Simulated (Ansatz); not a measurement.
C$_{2}$H$_{7}$GaO$_{2}$ (`C[O][GaH][O]C`), relaxed with RKS PBE0-D4/def2-TZVP in Ansatz 0.2.0 from a GFN2-xTB geometry. The force threshold is 0.005 eV/Å; the program also tests the step.

Charge 0, multiplicity 1.

Start:

```xyz
12

C     1.745    1.966    0.202
O     1.595    0.711   -0.433
Ga    0.573   -0.656   -0.680
O    -0.983   -0.758    0.088
C    -2.170   -1.502    0.290
H     2.010    2.711   -0.553
H     0.826    2.280    0.703
H     2.547    1.900    0.942
H     1.317   -1.589   -1.609
H    -2.196   -2.404   -0.325
H    -2.238   -1.787    1.342
H    -3.026   -0.873    0.032
```

```tsv
step	energy (eV)	largest force (eV/Å)	largest move (Å)
1	-58649.2624	1.570	0.000
2	-58649.3973	0.745	0.137
3	-58649.5372	0.284	0.200
4	-58649.6162	0.215	0.200
5	-58649.6272	0.117	0.129
6	-58649.6352	0.101	0.088
7	-58649.6369	0.112	0.087
8	-58649.6381	0.015	0.015
9	-58649.6381	0.002	0.012
10	-58649.6382	0.017	0.035
11	-58649.6382	0.014	0.011
12	-58649.6383	0.007	0.004
13	-58649.6383	0.002	0.003
14	-58649.6383	0.003	0.009
15	-58649.6383	0.003	0.006
```

End:

```xyz
12

C     1.579    1.800    0.213
O     1.805    0.654   -0.575
Ga    0.630   -0.662   -0.719
O    -0.852   -0.382    0.229
C    -1.929   -1.281    0.274
H     1.629    2.694   -0.417
H     0.607    1.789    0.718
H     2.361    1.880    0.976
H     0.885   -1.916   -1.586
H    -1.770   -2.184   -0.331
H    -2.106   -1.600    1.307
H    -2.840   -0.793   -0.089
```

Run time 61 s (4 threads of an Arm Neoverse V2 on a shared host); peak host memory 0.62 GiB.
